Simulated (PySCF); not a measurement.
## Electron correlation in Sn²⁺ (tin, charge +2)

[Kr] 4d10 5s1 6s1, high-spin 3S determinant (an excited configuration). Calculation: PySCF 2.14, in x2c-TZVPPall with one added diffuse shell each of s, p, d, f type (9s7p5d3f, 76 functions); scalar relativity by spin-free X2C-1e. Frozen: [Ar] 3d10; 20 electrons correlated.

```tsv
level	correlation energy (mhartree)
CCSD	-290.27
(T)	-4.76
CCSD(T)	-295.03
```

Diagnostics: T1 = 0.0083, D1 = 0.0354, largest double amplitude 0.043.

Problem. Is a single reference adequate?

Solution. Yes, within this model without spin-orbit coupling: T1 lies below 0.03 and no double amplitude reaches 0.07.

This basis was not built for core-valence correlation, so the inner-shell part is incomplete.
